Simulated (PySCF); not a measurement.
Scandium: a sound run and one with changed settings

Sound run: Sc [Ar] 3d1 4s2, Sc⁺ [Ar] 3d1 4s1. Computed with PySCF 2.14 in cc-pVTZ, with no relativity, point nucleus. In the sound run the correlated levels freeze [Ar]. The sound run starts from symmetry-adapted Hartree-Fock orbitals and uses a fine grid where one is needed.

Changed run: the spin-free X2C one-electron Hamiltonian (Gaussian nucleus). This setting is unsound on purpose.

```csv
species,method,sound run (hartree),changed run (hartree),converged
Sc,UHF,-759.73964,-762.77909,yes
Sc,B3LYP,-760.64518,-763.68318,yes
Sc,M06-L,n/a,-763.62403,no
Sc,MP2,-759.76873,-762.80837,yes
Sc⁺,UHF,-759.54259,-762.58109,yes
Sc⁺,B3LYP,-760.40422,-763.44101,yes
Sc⁺,M06-L,-760.34142,-763.37940,no
Sc⁺,MP2,-759.54587,-762.58443,yes
```

Ionisation energy of Sc:

```
 method  sound run (eV)  changed run (eV)
    UHF           5.362             5.388
  B3LYP           6.557             6.590
    MP2           6.064             6.094
SCS-MP2           6.210             6.240
```

Most of the change in total energy is the relativistic energy itself. On top of that the contraction fixes the core shape for the Hamiltonian it was made with, so the changed run is not a good calculation with the other Hamiltonian either.

For comparison, NIST gives 6.561 eV between the lowest levels.
